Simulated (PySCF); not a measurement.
Radial density of Br (bromine, neutral)

r2SCAN, [Ar] 3d10 4s2 4p5, 2P determinant. Calculation: PySCF 2.14, in aug-cc-pVDZ-PP with ECP10MDF; scalar relativity through the core potential. This is the valence pseudo-density: the core potential removes the inner electrons and smooths the orbitals near the nucleus.

```tsv
r (bohr)	4πr²ρ (e/bohr)	4πr²(ρα − ρβ)
0.000635	2.324e-05	0.0000
0.00107	6.566e-05	0.0000
0.00180	0.0001850	0.0000
0.00302	0.0005169	0.0000
0.00508	0.001413	0.0000
0.00855	0.003646	0.0000
0.0144	0.008211	0.0000
0.0242	0.01512	0.0000
0.0407	0.03079	0.0000
0.0684	0.1516	0.0001
0.115	1.244	0.0006
0.194	7.327	0.0105
0.326	25.86	0.0828
0.548	31.40	0.0506
0.921	8.968	0.1161
1.55	4.640	0.5860
2.61	1.817	0.2897
4.38	0.1633	0.0227
7.37	0.0009155	-0.0001
```

Energies and moments cover only the electrons outside the core potential.
